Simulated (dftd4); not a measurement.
bismuth atom (Bi), quartet; D4 for hf run with dftd4.

The dftd4 input:
```
$ dftd4 mol.xyz --func hf --charge 0 --json dftd4.json --noedisp --property

# file mol.xyz
1

Bi     0.00000000     0.00000000     0.00000000
```

It wrote (shortened):

```
                    ____  _____ _____     ____  _  _
      -------------|  _ \|  ___|_   _|---|  _ \| || |------------
     |             | | | | |_    | | ___ | | | | || |_           |
     |             | |_| |  _|   | ||___|| |_| |__   _|          |
     |             |____/|_|     |_|     |____/   |_|            |
     |             ===================================           |
     |            E. Caldeweyher, S. Ehlert & S. Grimme          |
     |          Mulliken Center for Theoretical Chemistry        |
     |                    University of Bonn                     |
      -----------------------------------------------------------

Rational (Becke-Johnson) damping: hf-D4-ATM
---------------------
  s6         1.0000
  s8         1.6168
  s9         1.0000
  a1         0.4496
  a2         3.3574
 alp        16.0000
--------------------

Atomic data, radii in Ångström:
------------------------------------------------------
   Z          R(cov)      r4/r2   hardness         EN
------------------------------------------------------
  83 Bi       1.8133     3.5886     0.1601     2.0200
------------------------------------------------------

Atomic reference systems (in atomic units):
----------------------------------------------------------------------------
   Z        #      CN     q+Z       C6(AA)   #      CN     q+Z       C6(AA)
----------------------------------------------------------------------------
  83 Bi     1  0.0000 23.0000     623.8055   2  0.9384 23.0428     588.4650
            3  1.8783 23.0655     554.4783   4  2.8191 23.0766     519.4221
----------------------------------------------------------------------------

Atomic properties (in atomic units):
----------------------------------------------------------------------------
     #    Z              CN          q      C6(AA)        C8(AA)   alpha(0)
----------------------------------------------------------------------------
     1   83 Bi       0.0000     0.0000    623.7483    86056.7072    51.1873
----------------------------------------------------------------------------

Molecular properties (in atomic units):
----------------------------------------
 molecular C6                 623.7483
 molecular C8               86056.7072
----------------------------------------

Dispersion energy:       0.0000000000000E+00 Eh

[Info] JSON dump of results written to 'dftd4.json'
```
